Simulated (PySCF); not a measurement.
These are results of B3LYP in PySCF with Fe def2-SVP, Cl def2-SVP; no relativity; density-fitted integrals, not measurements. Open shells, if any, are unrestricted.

Q: What spin state, shape and geometry does isolated FeCl₃ take (every ligand bound to Fe)?

A: Formally Fe is in oxidation state +3, d5, with 5 unpaired electrons (the high-spin count). The Mulliken spin on Fe is 4.03. The polar-tensor charge on Fe, 1.42, is far below the formal one. The lowest minimum found is a sextet of D3h symmetry with Fe–Cl 2.154 Å (×3); Cl–Fe–Cl 120.0° (×3). Its harmonic wavenumbers are 86 (a2''), 107 (e'), 354 (a1'), 461 (e') cm⁻¹ and its dipole moment is 0.00 D.

Other isomers or separated fragments may lie lower. Open d and f shells are described by one determinant, and the ground state may have another occupation or spin.
